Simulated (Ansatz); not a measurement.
Ansatz (an electronic-structure program) input (CCSD(T,core; 1s of Na to Cl frozen)/cc-pwCVTZ):
A basis named .json is the Basis Set Exchange file of that set.

Ansatz 0.2 input:
```yaml
crystal:
  periodic: [false, false, false]
  atoms:
    - {symbol: Si, position_ang: [0.02316557, -0.01455377, 0.00773879]}
    - {symbol: C, position_ang: [-1.78066584, 0.40046325, 0.00267545]}
    - {symbol: O, position_ang: [0.34687746, -1.46125672, -0.70073020]}
    - {symbol: O, position_ang: [0.92110883, 1.06562132, -0.86221799]}
    - {symbol: O, position_ang: [0.46084220, -0.07149778, 1.58942137]}
    - {symbol: H, position_ang: [-2.35317218, -0.38055318, 0.50575692]}
    - {symbol: H, position_ang: [-2.15413207, 0.49411132, -1.01837473]}
    - {symbol: H, position_ang: [-1.97157685, 1.34091407, 0.52392646]}
    - {symbol: H, position_ang: [0.78160909, -1.43504479, -1.55660690]}
    - {symbol: H, position_ang: [0.91592985, 1.98643093, -0.59136621]}
    - {symbol: H, position_ang: [1.31039119, -0.46781982, 1.80048316]}
basis:
  gaussian:
    orbitals: cc-pwCVTZ.json
magnetization: {spin_polarized: false}
correlation: {method: ccsd_t, frozen_orbitals: {C: 0, H: 0, O: 0, Si: 1}}
```

End of the output:

```
integrals: 3.03 GiB planned
1833 factors; integrals over basis functions are off by at most 8.7e-4 eV
1.95 GiB of device memory are held for the factors and their scratch space
mean field: 1.72 GiB planned
mean field evaluation 1: about -15101.7491 eV, gradient 5.7e1 eV
mean field evaluation 2: about -15102.0011 eV, gradient 5.8e1 eV
mean field evaluation 4: about -15107.6869 eV, gradient 3.6e0 eV
mean field evaluation 8: about -15107.7573 eV, gradient 2.2e-1 eV
mean field evaluation 16: about -15107.7575 eV, gradient 2.4e-6 eV
mean field -15107.75751260 eV, -555.1998481822 hartree, gradient 2.4e-6 eV, S^2 0.000000; 0 other end points of the search recorded, 0 dependent functions left out
1 core orbitals not correlated
reference -15107.75751260 eV, -555.1998481822 hartree; 24, 24 occupied and 290, 290 virtual orbitals, 1833 factors
second order -40.69413605 eV of doubles, -0.00000000 eV of singles
coupled cluster: 19.00 GiB planned
cycle   1  -40.72499550 eV  change   -3.1e-2 eV  update   1.0e-1
cycle   2  -41.37611072 eV  change   -6.5e-1 eV  update   2.7e-2
cycle   3  -41.50301556 eV  change   -1.3e-1 eV  update   1.3e-2
cycle   4  -41.48290143 eV  change    2.0e-2 eV  update   2.6e-3
cycle   5  -41.48249666 eV  change    4.0e-4 eV  update   1.2e-3
cycle   6  -41.48328002 eV  change   -7.8e-4 eV  update   3.2e-4
cycle   7  -41.48311979 eV  change    1.6e-4 eV  update   1.2e-4
cycle   8  -41.48304114 eV  change    7.9e-5 eV  update   3.4e-5
cycle   9  -41.48304188 eV  change   -7.4e-7 eV  update   1.1e-5
perturbative correction -1.16076107 eV, -0.0426571827 hartree
Total energy: -15150.40131556 eV, -556.7669790359 hartree
```
